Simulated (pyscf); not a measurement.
# H₃C–CH₂–O–O•, doublet

Gas-phase minimum from PySCF at ωB97X-D3(BJ)/def2-SVP, one conformer. H₃C–CH₂–O–O• lies 43.3 kcal/mol over its isomer H₃C–CH(O•)–OH, and others may lie lower still (electronic energy, ωB97M-D3(BJ)). 

```
C
H 1 1.1000
H 1 1.1013 2 109.37
O 1 1.4472 2 103.92 3 114.34
O 4 1.2972 1 111.56 2 -169.85
C 1 1.5155 2 112.48 3 -125.32
H 6 1.0997 1 109.92 2 -176.53
H 6 1.1007 7 108.83 1 -121.59
H 6 1.1008 7 108.66 8 -118.03
```
Charge 0, spin multiplicity 2.

Properties at ωB97X-D3(BJ)/def2-SVP:

```json
{
  "harmonic_wavenumbers_unscaled": "128, 241, 369, 551, 810, 885, 1040, 1113, 1189, 1266, 1321, 1380, 1420, 1465, 1477, 1491, 3078, 3105, 3173, 3180, 3193 cm⁻¹",
  "zero_point_energy": "45.6 kcal/mol",
  "rotational_symmetry_number": "1",
  "Entropy of this conformer at 298 K and 1 atm, rigid rotor and harmonic oscillator, modes under 100 cm⁻¹ raised to 100": "295.6 J/(mol K)",
  "dipole_moment": "2.77 D",
  "Spin expectation value S2": "0.753"
}
```

Single-point totals, which compare only within one level:

| level | total energy (hartree) |
|---|---|
| ωB97X-D3(BJ)/def2-TZVP | -229.69508 |
| PBE/def2-TZVP | -229.37029 |
| r²SCAN/def2-TZVP | -229.50773 |
| B3LYP-D3(BJ)/def2-TZVP | -229.64267 |
| PBE0-D3(BJ)/def2-TZVP | -229.37668 |
| M06-2X/def2-TZVP | -229.52228 |
| ωB97M-D3(BJ)/def2-TZVP | -229.67656 |

Soft torsions are taken as harmonic, which can shift the entropy by several J/(mol K).
